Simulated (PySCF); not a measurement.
Job for PySCF: R-M06-2X/def2-TZVPP on CH4SSn (SMILES [CH3][Sn][SH]), a point of a torsion scan. Elements past Kr take the def2 small-core potentials; no spin–orbit coupling.

```python
from pyscf import gto, dft

mol = gto.M(
    atom='''
    C    -1.06119945   -0.10296872    0.03840151
    Sn    0.29620117    1.69370306   -0.18260897
    S     2.40163756    0.41522181    0.04832138
    H    -0.67058139   -0.96274166   -0.50893919
    H    -2.08595321    0.06888109   -0.29476962
    H    -1.10249705   -0.39071310    1.09205070
    H     2.84756264    1.06276970    1.11563148
    ''',
    basis='def2-tzvpp',
    ecp={'Sn': 'def2-tzvpp'},
    charge=0, spin=0, verbose=4, max_memory=1800)
mf = dft.RKS(mol, xc='m062x').density_fit(auxbasis='def2-universal-jkfit')
mf.grids.level = 4
mf.conv_tol = 1e-9
mf.max_cycle = 150
mf.kernel()
mf.dip_moment()
```

Program output:

```
PySCF version 2.14.0

[INPUT] verbose = 4
[INPUT] num. atoms = 7
[INPUT] num. electrons = 48
[INPUT] charge = 0
[INPUT] spin (= nelec alpha-beta = 2S) = 0
[INPUT] symmetry False subgroup None
[INPUT] Mole.unit = angstrom
[INPUT] Symbol           X                Y                Z      unit          X                Y                Z       unit  Magmom
[INPUT]  1 C     -1.061199450000  -0.102968720000   0.038401510000 AA   -2.005376324039  -0.194582680197   0.072568336670 Bohr   0.0
[INPUT]  2 Sn     0.296201170000   1.693703060000  -0.182608970000 AA    0.559739089076   3.200634919738  -0.345080941189 Bohr   0.0
[INPUT]  3 S      2.401637560000   0.415221810000   0.048321380000 AA    4.538437238869   0.784655501846   0.091314174161 Bohr   0.0
[INPUT]  4 H     -0.670581390000  -0.962741660000  -0.508939190000 AA   -1.267215171330  -1.819318066109  -0.961755683158 Bohr   0.0
[INPUT]  5 H     -2.085953210000   0.068881090000  -0.294769620000 AA   -3.941880275557   0.130166395262  -0.557033851642 Bohr   0.0
[INPUT]  6 H     -1.102497050000  -0.390713100000   1.092050700000 AA   -2.083417477641  -0.738340752280   2.063676737140 Bohr   0.0
[INPUT]  7 H      2.847562640000   1.062769700000   1.115631480000 AA    5.381113512143   2.008343666486   2.108237953143 Bohr   0.0

nuclear repulsion = 160.635008700031
number of shells = 65
number of NR pGTOs = 264
number of NR cGTOs = 179
basis = def2-tzvpp
ecp = {'Sn': 'def2-tzvpp'}


******** <class 'pyscf.df.df_jk.DFRKS'> ********
method = DFRKS
initial guess = minao
damping factor = 0
level_shift factor = 0
DIIS = <class 'pyscf.scf.diis.CDIIS'>
diis_start_cycle = 1
diis_space = 8
diis_damp = 0
SCF conv_tol = 1e-09
SCF conv_tol_grad = None
SCF max_cycles = 150
direct_scf = False
XC library pyscf.dft.libxc version 7.1.2
    S. Lehtola, C. Steigemann, M. J. T. Oliveira, and M. A. L. Marques,  SoftwareX 7, 1–5 (2018)
XC functionals = m062x
    Y. Zhao and D. G. Truhlar,  Theor. Chem. Acc. 120, 215 (2008)
    Y. Zhao and D. G. Truhlar,  Theor. Chem. Acc. 120, 215 (2008)
radial grids:
    Treutler-Ahlrichs [JCP 102, 346 (1995); DOI:10.1063/1.469408] (M4) radial grids

becke partition: Becke, JCP 88, 2547 (1988); DOI:10.1063/1.454033
pruning grids: <function nwchem_prune>
grids dens level: 4
symmetrized grids: False
atomic radii adjust function: <function treutler_atomic_radii_adjust>
small_rho_cutoff = 0
Set gradient conv threshold to 3.16228e-05
Initial guess from minao.
tot grids = 152264
******** <class 'pyscf.df.df.DF'> ********
auxbasis = def2-universal-jkfit
init E= -615.9532146455
  HOMO = -0.585789709469489  LUMO = -0.540762564727684  gap/eV = 1.22525
cycle= 1 E= -651.229792837602  delta_E= -35.3  |g|= 2.72  |ddm|= 30.8
  HOMO = -0.0939336286383673  LUMO = 0.000193749228175888  gap/eV = 2.56134
cycle= 2 E= -648.981247507006  delta_E= 2.25  |g|=    4  |ddm|= 9.55
  HOMO = -0.192380669994699  LUMO = -0.0624859230679618  gap/eV = 3.53462
cycle= 3 E= -652.877207352946  delta_E= -3.9  |g|= 0.449  |ddm|= 7.02
  HOMO = -0.236994439163308  LUMO = -0.0647367988652321  gap/eV = 4.68737
cycle= 4 E= -652.908456204803  delta_E= -0.0312  |g|= 0.354  |ddm|= 0.812
  HOMO = -0.262591432495373  LUMO = -0.0688600911539442  gap/eV = 5.27170
cycle= 5 E= -652.940976104924  delta_E= -0.0325  |g|= 0.0604  |ddm|= 0.369
  HOMO = -0.26546516791778  LUMO = -0.0740856585989551  gap/eV = 5.20770
cycle= 6 E= -652.94224008639  delta_E= -0.00126  |g|= 0.028  |ddm|= 0.119
  HOMO = -0.267575052541045  LUMO = -0.0745238845285399  gap/eV = 5.25319
cycle= 7 E= -652.942588002403  delta_E= -0.000348  |g|= 0.00947  |ddm|= 0.0485
  HOMO = -0.266632230408013  LUMO = -0.0741004531020144  gap/eV = 5.23906
cycle= 8 E= -652.942655111802  delta_E= -6.71e-05  |g|= 0.00363  |ddm|= 0.0216
  HOMO = -0.266760594441223  LUMO = -0.0741518360054393  gap/eV = 5.24115
cycle= 9 E= -652.942669690239  delta_E= -1.46e-05  |g|= 0.00142  |ddm|= 0.00958
  HOMO = -0.266687069448194  LUMO = -0.0741892367367676  gap/eV = 5.23813
cycle= 10 E= -652.942673643172  delta_E= -3.95e-06  |g|= 0.00049  |ddm|= 0.00675
  HOMO = -0.26670407045967  LUMO = -0.0742477503899226  gap/eV = 5.23700
cycle= 11 E= -652.942674040076  delta_E= -3.97e-07  |g|= 0.000314  |ddm|= 0.00231
  HOMO = -0.266694484444  LUMO = -0.0742371053926823  gap/eV = 5.23703
cycle= 12 E= -652.942674108836  delta_E= -6.88e-08  |g|= 6.47e-05  |ddm|= 0.000855
  HOMO = -0.266694620130696  LUMO = -0.0742338861466715  gap/eV = 5.23712
cycle= 13 E= -652.942674116394  delta_E= -7.56e-09  |g|= 3.84e-05  |ddm|= 0.000302
  HOMO = -0.266694554168444  LUMO = -0.0742341780487806  gap/eV = 5.23711
cycle= 14 E= -652.942674117384  delta_E= -9.9e-10  |g|= 1.08e-05  |ddm|= 0.000108
  HOMO = -0.266694627026531  LUMO = -0.0742330065064992  gap/eV = 5.23715
Extra cycle  E= -652.942674117436  delta_E= -5.18e-11  |g|= 9.17e-06  |ddm|= 2.67e-05
converged SCF energy = -652.942674117436
Dipole moment(X, Y, Z, Debye): -1.62271,  1.38828,  0.25556
```

Self-consistency was reached.

Cost: around 30 core-seconds (rough).
